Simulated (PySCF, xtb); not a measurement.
Cl₄Sn, SMILES [Cl][Sn-]([Cl])([Cl])[Cl] (connectivity only; charge and spin as stated), charge -1, multiplicity 2.

Harmonic wavenumbers (cm⁻¹) from GFN2-xTB in xtb at its own minimum, in rising order: 51, 51, 51, 64, 64, 225, 225, 226, 227.

Task: What does PBE0-D3(BJ)/def2-SVPD (PySCF 2.14.0) give at its own minimum? (An estimate is asked for; the answer gives what the named calculation found.)

Result: 32, 32, 32, 63, 63, 269, 272, 272, 272. Paired by order, the mean absolute difference is 27 cm⁻¹ and the zero-point energies are 1.7 and 1.9 kcal/mol.
